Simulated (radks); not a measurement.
Results of a calculation; reference values are marked as such.
V II, configuration [Ar] 3d4.

Level of theory: Dirac Kohn-Sham, BLYP, spin-unpolarised, spherical densities, finite nucleus; open shells fill j = l - 1/2 first; Fermi nuclear charge, rms radius 3.6002 fm (a radial shooting solver on a logarithmic mesh with Libxc functionals).

Energy parts (hartree):
total: -949.03531
kinetic: 959.27016
electron-nucleus: -2257.50896
Hartree: 394.65412
exchange-correlation: -45.45063

Orbitals (lengths in bohr, moments of r in powers of bohr):
[
 {"orbital": "1s1/2", "occ.": "2", "eigenvalue (hartree)": "-197.3041", "<r^4>": "0.00009064", "small-component weight": "6.80e-03"},
 {"orbital": "2s1/2", "occ.": "2", "eigenvalue (hartree)": "-22.22767", "<r^4>": "0.02218", "small-component weight": "1.20e-03"},
 {"orbital": "2p1/2", "occ.": "2", "eigenvalue (hartree)": "-18.75712", "<r^4>": "0.01719", "small-component weight": "1.18e-03"},
 {"orbital": "2p3/2", "occ.": "4", "eigenvalue (hartree)": "-18.49569", "<r^4>": "0.01780", "small-component weight": "1.17e-03"},
 {"orbital": "3s1/2", "occ.": "2", "eigenvalue (hartree)": "-2.68327", "<r^4>": "1.825", "small-component weight": "2.49e-04"},
 {"orbital": "3p1/2", "occ.": "2", "eigenvalue (hartree)": "-1.75026", "<r^4>": "2.747", "small-component weight": "2.14e-04"},
 {"orbital": "3p3/2", "occ.": "4", "eigenvalue (hartree)": "-1.72023", "<r^4>": "2.847", "small-component weight": "2.11e-04"},
 {"orbital": "3d3/2", "occ.": "4", "eigenvalue (hartree)": "-0.33221", "<r^4>": "31.56", "small-component weight": "1.08e-04"},
 {"orbital": "3d5/2", "occ.": "0", "eigenvalue (hartree)": "-0.33008", "<r^4>": "32.17", "small-component weight": "1.08e-04"}
]

The highest occupied level is 3d3/2 at -9.040 eV. The electron density at the nucleus is 9884 e/bohr^3.
